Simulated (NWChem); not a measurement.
# Relativistic effects in CH$_{3}$Te

SMILES: C[Te]
```xyz
5

C      0.0052    -1.8390     0.0000
Te     0.0003     0.3388     0.0000
H     -0.5376    -2.1784     0.8934
H     -0.5376    -2.1784    -0.8934
H      1.0309    -2.2259     0.0000
```
Charge 0, spin multiplicity 2.

Program: NWChem. All single points use one geometry, from UB3LYP/def2-SVP with def2 effective core potentials on Te, a minimum by its harmonic frequencies.

Functional B3LYP, all-electron basis x2c-SVPall-2c, contracted for the X2C Hamiltonian and used here with ZORA. The ion keeps the geometry and has multiplicity 3 in the scalar run; the spin-orbit run starts from the same electron counts.

Relative cost: rough, from shared machines, SCF included, scalar ZORA = 1.

B3LYP has NWChem's definition, with VWN1-RPA local correlation. The structure started from a generated list of species. The stability of the SCF solutions was not checked.

```json
[
 {"Hamiltonian": "scalar ZORA", "ΔSCF ionisation energy (eV)": "8.22", "relative cost": "1"},
 {"Hamiltonian": "spin-orbit ZORA", "ΔSCF ionisation energy (eV)": "8.35", "relative cost": "under 3"}
]
```

From scalar ZORA to spin-orbit ZORA the ionisation energy goes up by 0.13 eV.
